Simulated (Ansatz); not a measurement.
Cl2GeH2S2 (`[SH][Ge]([SH])([Cl])[Cl]`). Total charge 0; spin multiplicity 1.

```xyz
7

S    -1.697   -1.291   -0.062
Ge    0.101   -0.034    0.003
S    -0.564    2.057    0.004
Cl    1.314   -0.384    1.735
Cl    1.355   -0.521   -1.666
H    -1.046   -2.298   -0.670
H     0.537    2.470    0.656
```

Task: List the harmonic frequencies (cm⁻¹, unscaled) at PBE0-D4/def2-TZVP in Ansatz. (Estimate.)

Result: The calculation gave: 103, 112, 133, 155, 160, 164, 191, 376, 429, 440, 443, 737, 785, 2711, 2711.

Task: Is this a minimum?

Result: Yes, all 15 modes are real.

Task: Give the ideal-gas thermochemistry at 298.15 K and 1 bar (rigid rotor, harmonic oscillator; point group C2, symmetry number 2).

Result: Zero-point energy 57.7 kJ/mol; H(298) − E = 83.1 kJ/mol; entropy 392.2 J/(mol·K), of which translation 175.5, rotation 118.4, vibration 98.2; G(298) − E = -33.8 kJ/mol.

Task: Rotational constants (cm⁻¹)?

Result: 0.0402, 0.03977, 0.03721.
